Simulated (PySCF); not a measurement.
## Telling isomers of C6H5F3O apart by NMR

Averaged over atoms made equivalent by symmetry, fast rotation or ring inversion, non-relativistic Hamiltonian, one conformer, no solvent model. σ from GIAO-PBE0/pcSseg-1; GFN2-xTB geometry; PySCF 2.14.0 with density-fitted response routines.

Scale: 1H (σ = 31.72 ppm), 13C (σ = 186.93 ppm) vs TMS (reference shieldings calculated alike). Splittings of carbon signals by F and P are missing where no couplings were computed. Where no couplings were computed, multiplicities follow the n + 1 count of equivalent neighbours, and m marks all less simple cases (inequivalent or close neighbours, rings, F or P nearby). Shifts are as computed. Against solution values, carbons near 30 ppm lie about +3 ppm off and those near 130 ppm about +5 ppm. Of 1211 compounds with measured shifts, 218 miss one by over three times the rms of a fit or turn the order of signals round; such compounds aren't used in these exercises.

(1) Tabulate the signals of `CC(=O)C#CCC(F)(F)F`, `FC1=C(C(F)F)CC=CO1`, `C=CC(=C)C(=O)C(F)(F)F`, `O=C1C=CC[C@@H]1C(F)(F)F` and their relative energies.

(2) What is the quickest way to tell FC1=C(C(F)F)CC=CO1 from O=C1C=CC[C@@H]1C(F)(F)F?

(3) What is the quickest way to tell CC(=O)C#CCC(F)(F)F from FC1=C(C(F)F)CC=CO1?

(4) What is the quickest way to tell CC(=O)C#CCC(F)(F)F from C=CC(=C)C(=O)C(F)(F)F?

Answers

(1) 
| SMILES | carbon types | δC | δH | E rel. (kcal/mol) |
| --- | --- | --- | --- | --- |
| CC(=O)C#CCC(F)(F)F | 4×C 1×CH2 1×CH3 | 186.6, 133.7, 90.1, 87.7, 36.0, 29.5 | 3.23 (m, 2H), 2.40 (s, 3H) | 36.5 |
| FC1=C(C(F)F)CC=CO1 | 2×C 3×CH 1×CH2 | 166.3, 146.2, 117.4, 111.4, 87.5, 22.7 | 6.95 (m, 1H), 6.42 (m, 1H), 5.19 (m, 1H), 3.30 (m, 2H) | 28.1 |
| C=CC(=C)C(=O)C(F)(F)F | 3×C 1×CH 2×CH2 | 187.3, 149.7, 140.8, 140.4, 132.9, 125.8 | 7.45 (m, 1H), 7.12 (br s, 1H), 6.75 (br s, 1H), 6.53 (m, 1H), 5.96 (m, 1H) | 32.8 |
| O=C1C=CC[C@@H]1C(F)(F)F | 2×C 3×CH 1×CH2 | 202.7, 174.2, 141.6, 134.2, 51.6, 35.2 | 8.06 (m, 1H), 6.41 (d, 1H), 3.00 (m, 1H), 2.98 (m, 1H), 2.90 (m, 1H) | 0.0 |

Energies are electronic energies at PBE0/pcSseg-1 on these geometries, without zero-point or thermal terms, each for the one conformer computed, which needn't be the lowest.

(2) Both give the same number of carbon signals, with the same numbers of each carbon type, so the positions decide. The first has a β carbon of an enol-ether or enamine type C=C (C) at 87.5 ppm, the second an sp3 CH α to a carbonyl at 51.6 ppm. Their most deshielded carbons lie at 166.3 and 202.7 ppm. In the proton spectra the most deshielded non-exchanging signals are 6.95 (m, 1H) and 8.06 (m, 1H).

(3) Both give the same number of carbon signals, but DEPT or the intensities differ. The first has a methyl carbon α to a carbonyl (CH3) at 36.0 ppm, the second an alkene carbon bearing oxygen (CH) at 146.2 ppm. Their most deshielded carbons lie at 186.6 and 166.3 ppm. In the proton spectra the most deshielded non-exchanging signals are 3.23 (m, 2H) and 6.95 (m, 1H).

(4) Both give the same number of carbon signals, but DEPT or the intensities differ. The first has a methyl carbon α to a carbonyl (CH3) at 36.0 ppm, the second a β carbon of a C=C–C=O unit (CH2) at 149.7 ppm. Their most deshielded carbons lie at 186.6 and 187.3 ppm. In the proton spectra the most deshielded non-exchanging signals are 3.23 (m, 2H) and 7.45 (m, 1H).
